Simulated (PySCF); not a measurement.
C$_{3}$H$_{7}$Se (SMILES CC(C)[Se]), doublet, at a GFN2-xTB geometry, with bond 10-3 at 1.6 times its length; BLYP/STO-3G in PySCF.

PySCF was given this input:
```python
from pyscf import gto, scf, dft

mol = gto.Mole()
mol.atom = '''
    C    -0.60651805   -1.60834213    1.03540661
    C     0.34327479   -0.44378522    0.82067030
    C     1.73912550   -0.90068289    0.43693047
    Se   -0.38189112    0.77363794   -0.58199213
    H    -0.23778085   -2.23900464    1.84303315
    H    -0.68081632   -2.21160314    0.13250594
    H    -1.60157745   -1.25574915    1.29927713
    H     0.38601301    0.17603150    1.72106984
    H     2.15558929   -1.51694673    1.23237987
    H     1.69201188   -1.84425007   -1.02602063
    H     2.39789751   -0.04914409    0.27883634
'''
mol.basis = 'sto-3g'
mol.spin = 1
mol.verbose = 4
mol.build()

mf = dft.UKS(mol)
mf.xc = 'blyp'
mf.conv_tol = 1e-4
mf.kernel()
```

Q: Write the output that PySCF gives for this input, abridged.

A: 
```
PySCF version 2.14.0

[INPUT] verbose = 4
[INPUT] num. atoms = 11
[INPUT] num. electrons = 59
[INPUT] charge = 0
[INPUT] spin (= nelec alpha-beta = 2S) = 1
[INPUT] symmetry False subgroup None
[INPUT] Mole.unit = angstrom
[INPUT] Symbol           X                Y                Z      unit          X                Y                Z       unit  Magmom
[INPUT]  1 C     -0.606518050000  -1.608342130000   1.035406610000 AA   -1.146153004105  -3.039326140300   1.956634920464 Bohr   0.0
[INPUT]  2 C      0.343274790000  -0.443785220000   0.820670300000 AA    0.648695338568  -0.838632523930   1.550842105565 Bohr   0.0
[INPUT]  3 C      1.739125500000  -0.900682890000   0.436930470000 AA    3.286470891247  -1.702043987182   0.825678923777 Bohr   0.0
[INPUT]  4 Se    -0.381891120000   0.773637940000  -0.581992130000 AA   -0.721669626203   1.461963826173  -1.099805732352 Bohr   0.0
[INPUT]  5 H     -0.237780850000  -2.239004640000   1.843033150000 AA   -0.449340684166  -4.231105561230   3.482827891994 Bohr   0.0
[INPUT]  6 H     -0.680816320000  -2.211603140000   0.132505940000 AA   -1.286556385934  -4.179324230828   0.250399936478 Bohr   0.0
[INPUT]  7 H     -1.601577450000  -1.255749150000   1.299277130000 AA   -3.026542747779  -2.373021974655   2.455277935611 Bohr   0.0
[INPUT]  8 H      0.386013010000   0.176031500000   1.721069840000 AA    0.729458869419   0.332651324296   3.252350638849 Bohr   0.0
[INPUT]  9 H      2.155589290000  -1.516946730000   1.232379870000 AA    4.073473395146  -2.866613865255   2.328860435727 Bohr   0.0
[INPUT] 10 H      1.692011880000  -1.844250070000  -1.026020630000 AA    3.197439052710  -3.485127537510  -1.938897988854 Bohr   0.0
[INPUT] 11 H      2.397897510000  -0.049144090000   0.278836340000 AA    4.531369568677  -0.092868870741   0.526924316176 Bohr   0.0

nuclear repulsion = 242.448839087525
number of shells = 24
number of NR pGTOs = 120
number of NR cGTOs = 40
basis = sto-3g
ecp = {}

******** <class 'pyscf.dft.uks.UKS'> ********
method = UKS
initial guess = minao
damping factor = 0
level_shift factor = 0
DIIS = <class 'pyscf.scf.diis.CDIIS'>
diis_start_cycle = 1
diis_space = 8
diis_damp = 0
SCF conv_tol = 0.0001
SCF conv_tol_grad = None
SCF max_cycles = 50
direct_scf = True
direct_scf_tol = 1e-13
number electrons alpha = 30  beta = 29
XC library pyscf.dft.libxc version 7.1.2
    S. Lehtola, C. Steigemann, M. J. T. Oliveira, and M. A. L. Marques,  SoftwareX 7, 1–5 (2018)
XC functionals = blyp
    A. D. Becke,  Phys. Rev. A 38, 3098 (1988)
    C. Lee, W. Yang, and R. G. Parr,  Phys. Rev. B 37, 785 (1988)
    B. Miehlich, A. Savin, H. Stoll, and H. Preuss,  Chem. Phys. Lett. 157, 200 (1989)
radial grids:
    Treutler-Ahlrichs [JCP 102, 346 (1995); DOI:10.1063/1.469408] (M4) radial grids

becke partition: Becke, JCP 88, 2547 (1988); DOI:10.1063/1.454033
pruning grids: <function nwchem_prune>
grids dens level: 3
symmetrized grids: False
atomic radii adjust function: <function treutler_atomic_radii_adjust>
small_rho_cutoff = 0
Set gradient conv threshold to 0.01
tot grids = 131440
init E= -2488.59870601397

cycle= 1 E= -2491.13698518402  delta_E= -2.54  |g|= 0.396  |ddm|= 2.81
cycle= 2 E= -2487.54207741276  delta_E= 3.59  |g|= 1.29  |ddm|=  4.6
cycle= 3 E= -2491.17858349769  delta_E= -3.64  |g|= 0.354  |ddm|= 3.73
cycle= 4 E= -2491.62800311956  delta_E= -0.449  |g|= 0.0734  |ddm|= 2.18
cycle= 5 E= -2491.62807229138  delta_E= -6.92e-05  |g|= 0.0927  |ddm|= 0.302
cycle= 6 E= -2491.6355688193  delta_E= -0.0075  |g|= 0.0178  |ddm|= 0.159

cycle= 7 E= -2491.63593489149  delta_E= -0.000366  |g|= 0.0114  |ddm|= 0.045

cycle= 8 E= -2491.63604104919  delta_E= -0.000106  |g|= 0.00707  |ddm|= 0.0813

cycle= 9 E= -2491.63608022886  delta_E= -3.92e-05  |g|= 0.00431  |ddm|= 0.335

Extra cycle  E= -2491.63545561854  delta_E= 0.000625  |g|= 0.0154  |ddm|= 1.54
converged SCF energy = -2491.63545561854  <S^2> = 0.75095255  2S+1 = 2.0009523
```
